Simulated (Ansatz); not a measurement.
Correlation energies of Cl3H3O4SiTi (`O[Si](O)(O)[O][Ti]([Cl])([Cl])[Cl]`) by basis set

```xyz
12

O    -1.696    0.883    1.123
Si   -0.756    0.823   -0.194
O    -0.442    2.327   -0.704
O    -1.361   -0.006   -1.455
O     0.605    0.047    0.329
Ti    1.630   -1.327    0.630
Cl    1.865   -1.636    2.771
Cl    0.607   -3.040   -0.275
Cl    3.563   -1.019   -0.327
H    -2.450    1.473    1.112
H    -0.161    2.440   -1.613
H    -1.403   -0.963   -1.396
```

The species carries charge 0 and has multiplicity 1. Correlated methods include outer-core shells of Ti, which these sets cover unevenly. Scalar relativity is left out up to krypton. Geometry: relaxed with PBE0-D4/def2-TZVP. It is one conformer, not always the lowest. Frozen core, restricted reference, Ansatz.

| basis | HF (Eh) | MP2 corr. | CCSD corr. | (T) | CCSD(T) total |
| --- | --- | --- | --- | --- | --- |
| def2-SVP | -2816.61437 | -1.54434 | -1.57304 | -0.05873 | -2818.24614 |
| def2-TZVPP | -2817.72721 | -2.06320 | -2.09514 | -0.10305 | -2819.92540 |
| def2-QZVPP | -2817.80519 | -2.24416 | – | – | – |
